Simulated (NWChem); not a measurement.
# CAuIO; SMILES [O+]#[C-]->[Au][I]

```xyz
4

Au     0.0016     0.6796     0.0000
I     -0.0011    -1.8727     0.0000
O     -0.0072     3.7392     0.0000
C     -0.0019     2.6082     0.0000
```
Atoms are numbered in this order, from 1.

Results from NWChem. Medium grid unless said otherwise, to which SCAN and Minnesota functionals are sensitive. Geometry: optimised at PBE0/def2-SVP. def2 effective core potentials on I, Au; no spin-orbit coupling. B3LYP is NWChem's, with the RPA form of VWN correlation. Total energies of different functionals are on different scales.

```csv
level,energy (Ha),highest occupied level (eV),orbital gap (eV),dipole (D)
B3LYP/def2-SVP,-546.8881,-6.82,4.23,3.65
PBE/def2-SVP,-546.6611,-6.11,2.90,3.13
M05-2X/def2-SVP,-546.5914,-8.29,6.77,4.84
r2SCAN0/def2-SVP,-546.7566,[?],[?],[?]
PW91/def2-SVP,-546.9181,-6.16,2.89,3.10
LRC-wPBEh/def2-SVP,-546.6649,-8.79,8.00,4.34
Hartree-Fock/def2-SVP,-544.1537,-9.17,10.05,5.35
BP86/def2-SVP,-547.0323,-6.23,2.91,3.16
revPBE/def2-SVP,-546.8475,-6.05,2.92,3.21
```

Problem. Fill in the missing entries.

Solution. 
- r2SCAN0/def2-SVP, highest occupied level (eV): -7.26
- r2SCAN0/def2-SVP, orbital gap (eV): 4.90
- r2SCAN0/def2-SVP, dipole (D): 4.02
